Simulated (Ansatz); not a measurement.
Mulliken charges of `N#[C][Sn]([F])([F])[F]` from B3LYP/def2-TZVPP in Ansatz (PBE0-D4/def2-TZVP geometry).

```csv
atom,x (Å),y (Å),z (Å),charge (e)
N1,1.756,-1.639,1.201,0.048
C2,1.003,-0.939,0.684,-0.379
Sn3,-0.346,0.318,-0.251,1.610
F4,-1.764,-0.650,-1.014,-0.426
F5,0.477,1.298,-1.626,-0.426
F6,-1.085,1.548,0.960,-0.426
```

Task: By hand: the dipole of these point charges (1 e Å = 4.8032 D).

Result: Σ q r = (0.158, -0.146, 0.110) e Å, of length 0.242 e Å = 1.16 D.

Task: How does the dipole of the full density compare? (Best estimate.)

Result: Ansatz gave: (-0.053, 0.049, -0.035) e Å, 0.39 D; the point charges give 2.97 times that, at 179° from its direction, so they point the opposite way.

Point charges leave out the atoms' own dipoles, such as those of lone pairs, and Mulliken's split depends on the basis, so the two needn't agree.

B3LYP here is the variant with VWN-RPA as its local correlation; programs differ in this.
